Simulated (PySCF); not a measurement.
# Electric field gradients and quadrupole coupling constants

Compound: C₆H₅FO₂.
SMILES with atom numbers: `[O:1]=[C:2]1[CH2:3][CH2:4][C:5](=[O:6])[C:7]1=[CH:8][F:9]` (hydrogens: H10, H11 on C3; H12, H13 on C4; H14 on C8)

Cartesian coordinates in Å at the GFN2-xTB level; atoms count from 1:
```xyz
14
C6H5FO2 angstrom
O      0.0733   -1.4577   -1.8884
C     -0.1235   -0.7478   -0.9364
C     -1.4715   -0.3617   -0.3680
C     -1.2141    0.6952    0.7022
C      0.2827    0.7229    0.9513
O      0.8391    1.3185    1.8338
C      0.9192   -0.1082   -0.1002
C      2.2220   -0.2978   -0.3342
F      3.1883    0.2464    0.3749
H     -2.1267   -0.0185   -1.1687
H     -1.9240   -1.2632    0.0510
H     -1.7407    0.5026    1.6367
H     -1.5107    1.6913    0.3672
H      2.5861   -0.9224   -1.1433
```

Field gradients from the B3LYP/pcJ-1 density (PySCF, non-relativistic), principal values in atomic units, ordered |Vxx| ≤ |Vyy| ≤ |Vzz|:

```tsv
atom	Vxx	Vyy	Vzz
O1	0.5522	1.2895	-1.8417
O6	0.5232	1.4118	-1.9350
```

**Question.** Find the asymmetry η = (Vxx − Vyy)/Vzz and the couplings χ = eQV/h (234.96 MHz × Q in barn × V in au), with Q(17O) = −0.0256 b.

**Answer.** 
| atom | environment | nucleus | η | χzz (MHz) | χxx (MHz) | χyy (MHz) |
| --- | --- | --- | --- | --- | --- | --- |
| O1 | ketone oxygen | 17O | 0.40 | 11.08 | -3.32 | -7.76 |
| O6 | ketone oxygen | 17O | 0.46 | 11.64 | -3.15 | -8.49 |

The tensor is traceless: Vxx + Vyy + Vzz = 0.

**Question.** What is Vzz at O1 in SI units (1 au = 9.71736 × 10²¹ V/m²)?

**Answer.** -1.8417 au = -17.896 × 10²¹ V/m².

**Question.** And the gradient at the other heavy atoms, for which no coupling is worked out here?

**Answer.** 
```
atom                      environment  Vzz (au)     η
  C2           ketone carbonyl carbon     0.497  0.13
  C3    sp3 carbon next to a carbonyl     0.054  0.76
  C4    sp3 carbon next to a carbonyl     0.056  0.75
  C5           ketone carbonyl carbon     0.477  0.16
  C7  fully substituted alkene carbon     0.176  0.13
  C8               vinylic C–F carbon    -0.559  0.04
  F9                   vinyl fluorine     2.754  0.41
```

Were the hydrogens deuterons (Q(2H) = 0.00286 b), χzz would run from 195 kHz (H14) to 199 kHz (H12 and H10).

Geometry: GFN2-xTB; no solvent, vibrations or thermal averaging. GFN2-xTB bond lengths can be off by several hundredths of an ångström, more for odd bonds, and the gradients follow them. A larger basis could move these couplings by a tenth or more.
